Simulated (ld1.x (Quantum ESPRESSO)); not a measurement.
## Plane-wave convergence, PAW potential for O

ld1.x (Quantum ESPRESSO) 7.5 input, shortened:

```
&input
   title='O', zed=8., rel=1, dft='PBE', iswitch=3,
   config='[He] 2s2 2p4 3d-2'
 /
 &inputp
   pseudotype=3, lpaw=.true., tm=.true., lloc=-1, rcloc=1.10,
   nlcc=.true., new_core_ps=.true., rcore=0.75,
   which_augfun='PSQ', rmatch_augfun_nc=.true.
 /
6
2S  1  0   2.00   0.00  0.80  1.05  0.0
2S  1  0   0.00   1.45  0.80  1.05  0.0
2P  2  1   4.00   0.00  1.30  1.45  0.0
2P  2  1   0.00  -0.10  1.30  1.45  0.0
3D  3  2  -2.00   0.45  1.00  1.30  0.0
3D  3  2  -2.00   2.15  1.00  1.30  0.0
 &test
   configts(1)='2s2 2p4'
 /
```

The pseudo-atom Hamiltonian at the reference potential is diagonalised in spherical Bessel functions j_l(qr) that vanish at 20 bohr, with q² up to the cutoff. All-electron valence levels (Ry): 2s -1.7611, 2p -0.6637.

Problem. How do the lowest levels (Ry) of each channel move with the cutoff, and are there ghosts?

Solution.

| cutoff (Ry) | s #1 | s #2 | p #1 | p #2 | d #1 | d #2 | f #1 | f #2 | Σ f·Δε (mRy) |
| --- | --- | --- | --- | --- | --- | --- | --- | --- | --- |
| 8 | -1.6451 | -0.0092 | -0.1215 | 0.0494 | 0.0792 | 0.1872 | 0.1206 | 0.2624 | 2401.1 |
| 15 | -1.7419 | -0.0119 | -0.4491 | 0.0417 | 0.0792 | 0.1872 | 0.1206 | 0.2624 | 896.9 |
| 25 | -1.7588 | -0.0123 | -0.6434 | 0.0397 | 0.0792 | 0.1872 | 0.1206 | 0.2624 | 86.1 |
| 35 | -1.7605 | -0.0123 | -0.6631 | 0.0395 | 0.0792 | 0.1872 | 0.1206 | 0.2624 | 4.1 |
| 50 | -1.7610 | -0.0123 | -0.6635 | 0.0395 | 0.0792 | 0.1872 | 0.1206 | 0.2624 | 1.4 |
| 70 | -1.7611 | -0.0123 | -0.6637 | 0.0395 | 0.0792 | 0.1872 | 0.1206 | 0.2624 | 0.2 |
| 400 | -1.7612 | -0.0123 | -0.6638 | 0.0395 | 0.0792 | 0.1872 | 0.1206 | 0.2624 | 0.0 |

Result: no extra level below or beside the all-electron valence levels (s, p, d, f tested); 10 mRy is reached at 35 Ry and 1 mRy at 55 Ry.

Test run stopped at test 7 of 7 (negative rho).
